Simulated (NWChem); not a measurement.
System: C2H7S cation; SMILES C[SH+]C

Computed with NWChem. Pople sets run with spherical d functions. Coordinates come from a PBE-D3(BJ)/def2-SVP optimisation. Level: PBE0/6-31+G*; rows give the wavelength of the field.

Order these by “isotropic polarisability (bohr³)”, lowest first: 400 nm; 1065 nm; 589 nm.

1065 nm (38.2), 589 nm (38.8), 400 nm (39.9)
